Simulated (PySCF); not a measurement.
These 6 structures share the formula C5H10OSi. Theory: PBE0-D3(BJ)/def2-SVP geometry optimisation, gas phase (PySCF). One conformer each; no zero-point energy, no entropy. No frequencies were run at this level. Point groups hold within 0.08 Å.

Task: Order them by energy at this level, lowest first, and give relative energies in kJ/mol.
A. `[SiH3:1][O:2]/[CH:3]=[CH:4]\[CH:5]1[CH2:6][CH2:7]1` with Si1–O2–C3–C4 161°, C3–C4–C5–C6 -146°
B. `[CH2:1]=[CH:2]/[CH:3]=[CH:4]/[O:5][SiH2:6][CH3:7]` with C1–C2–C3–C4 180°, C3–C4–O5–Si6 180°, C4–O5–Si6–C7 180°
C. `[CH2:1]=[CH:2][CH2:3][SiH2:4][O:5][CH:6]=[CH2:7]` with C1–C2–C3–Si4 110°, C2–C3–Si4–O5 58°, C3–Si4–O5–C6 -154°, Si4–O5–C6–C7 -163°
D. `[CH2:1]=[CH:2][Si@@H:3]1[CH2:4][CH2:5][CH2:6][O:7]1` with C1–C2–Si3–C4 -130°, C2–Si3–C4–C5 -97°, Si3–C4–C5–C6 -35°, C4–C5–C6–O7 41°, C5–C6–O7–Si3 -26°
E. `[CH3:1]/[CH:2]=[CH:3]\[CH:4]=[CH:5]/[O:6][SiH3:7]` with C2–C3–C4–C5 180°, C4–C5–O6–Si7 -168°
F. `[CH2:1]=[CH:2][O:3][C:4](=[CH2:5])[CH2:6][SiH3:7]` with C1–C2–O3–C4 -151°, C2–O3–C4–C5 21°, O3–C4–C6–Si7 69°

Result: D (0.0), B (61.7), E (95.7), C (97.9), A (124.2), F (202.8).

As drawn, the lowest has an Si–O bond, which the highest lacks. Neighbours under 10 kJ/mol apart (C/C=C\C=C/O[SiH3] and C=CC[SiH2]OC=C) can change places with a better method, another conformer or zero-point energy.

```csv
SMILES,E (Eh),E rel (kJ/mol),dipole (D),point group,"A, B, C (MHz)"
C=C[Si@@H]1CCCO1,-560.56492,0.0,1.59,C1,"4767, 1406, 1261"
C=C/C=C/O[SiH2]C,-560.54141,61.7,2.01,Cs,"11638, 675.7, 646.1"
C/C=C\C=C/O[SiH3],-560.52847,95.7,1.10,C1,"10171, 709.0, 672.1"
C=CC[SiH2]OC=C,-560.52762,97.9,1.07,C1,"4198, 1017, 890.3"
[SiH3]O/C=C\C1CC1,-560.51762,124.2,0.71,C1,"7415, 819.2, 792.8"
C=COC(=C)C[SiH3],-560.48766,202.8,0.62,C1,"3628, 1203, 995.9"
```
